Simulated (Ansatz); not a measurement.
Complex (SMILES): F (HF) with [H][H] (H2), atoms 1 to 2 the first; geometry from B3LYP-D3(BJ)/def2-TZVP, monomers rigid:
```xyz
4

F     -0.0503     0.0090    -0.4113
H     -0.1533    -0.6305     0.2513
H     -0.6250    -2.1461     1.4219
H     -0.1185    -1.7955     1.8432
```

Basis-set convergence of the counterpoise-corrected interaction energy at B3LYP with Ansatz (a first-principles code). Cartesian d functions, on some or all atoms, in 6-31G*, 6-31+G*, 6-31G**; all else is spherical. The program fits the integrals of some runs and decomposes those of others, by size. No added dispersion term, no relativity. Functions are those of the species that has most. Reference: the value in aug-cc-pV5Z, -0.98 kcal/mol. Deviations are taken from unrounded values.

| basis | functions | counterpoise-corrected interaction energy (kcal/mol) | minus reference (kcal/mol) |
|---|---|---|---|
| STO-3G | 8 | 1.61 | 2.58 |
| 3-21G | 15 | 0.19 | 1.17 |
| 6-31G | 15 | -0.04 | 0.93 |
| 6-31G* | 21 | -0.08 | 0.90 |
| 6-31+G* | 25 | -0.50 | 0.47 |
| 6-31G** | 30 | -0.30 | 0.68 |
| 6-311G** | 36 | -0.46 | 0.51 |
| 6-311+G** | 40 | -0.83 | 0.15 |
| 6-311++G(2d,2p) | 57 | -0.95 | 0.03 |
| 6-311++G(3df,3pd) | 93 | -0.96 | 0.02 |

The smallest set listed that lies within 0.05 kcal/mol of the reference with all its larger relatives (same family, alike in diffuse functions; a set with none counts only in the reference's own line) is 6-311++G(2d,2p) (57 functions, 0.03 kcal/mol off).
